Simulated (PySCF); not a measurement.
## Mayer bond orders and bond lengths

C₆H₈NOS (charge +1).
Numbering: `[CH3:1][C:2](=[O:3])[c:4]1[cH:5][n+:6]([CH3:7])[cH:8][s:9]1` (hydrogens: H10, H11, H12 on C1; H13 on C5; H14, H15, H16 on C7; H17 on C8)

Structure used (GFN2-xTB), in Å, numbered top down from 1:
```xyz
17
C6H8NOS angstrom
C     -1.0981   -0.8168    2.8934
C     -0.4489    0.2517    2.0817
O     -0.0975    1.3285    2.4732
C     -0.2241   -0.0897    0.6328
C      0.3851    0.7301   -0.2705
N      0.4736    0.1960   -1.5146
C      1.0869    0.8935   -2.6168
C     -0.0541   -1.0151   -1.5930
S     -0.6906   -1.5689   -0.1340
H     -0.4786   -1.7127    2.9010
H     -1.2310   -0.4667    3.9137
H     -2.0681   -1.0783    2.4730
H      0.7695    1.7118   -0.0524
H      1.0124    0.3024   -3.5267
H      0.5912    1.8530   -2.7703
H      2.1391    1.0822   -2.3980
H     -0.0739   -1.5889   -2.5023
```

Bond orders from the PBE0/pcSseg-1 density (PySCF). Isolated species at its GFN2-xTB geometry (one conformer only).

Q: Where do the orders between heavy atoms depart from those drawn in the SMILES?

A: The largest departure is 0.426, at C5–N6 (drawn aromatic, 1.074), counting aromatic bonds as 1.5. Drawn single, order below 0.88: C2–C4 (0.851) and N6–C7 (0.865). The bonds drawn aromatic range from 1.07 to 1.48. The SMILES, with its formal charges, is one Lewis structure only.

Q: Give the Mayer order of every bond, beside its length.

A: 
```tsv
bond	drawn as	length (Å)	Mayer order
C1–C2	single	1.491	1.047
C2–O3	double	1.198	2.058
C2–C4	single	1.505	0.851
C4–C5	aromatic	1.363	1.478
C5–N6	aromatic	1.357	1.074
N6–C7	single	1.441	0.865
N6–C8	aromatic	1.323	1.346
C8–S9	aromatic	1.685	1.307
S9–C4	aromatic	1.730	1.205
C1–H10	single	1.089	0.929
C1–H11	single	1.087	0.933
C1–H12	single	1.089	0.929
C5–H13	single	1.077	0.952
C7–H14	single	1.088	0.949
C7–H15	single	1.091	0.943
C7–H16	single	1.091	0.943
C8–H17	single	1.075	0.927
```

Bonds between the same two heavy elements. C–C: lowest C2–C4 (0.851, 1.505 Å), highest C4–C5 (1.478, 1.363 Å). C–N: lowest N6–C7 (0.865, 1.441 Å), highest N6–C8 (1.346, 1.323 Å). C–S: lowest S9–C4 (1.205, 1.730 Å), highest C8–S9 (1.307, 1.685 Å).

Q: Sum the orders of all bonds at each heavy atom with more than one neighbour and set the sums beside the valence in the SMILES.

A: C1 3.838 (drawn 4), C2 3.956 (drawn 4), C4 3.534 (drawn 4), C5 3.504 (drawn 4), N6 3.285 (drawn 4), C7 3.700 (drawn 4), C8 3.580 (drawn 4), S9 2.512 (drawn 2). Orders between atoms that aren't bonded are not in these sums.

The Mayer order sums products of elements of PS (density times overlap matrix) between the two atoms' basis functions, so it depends on the basis set.
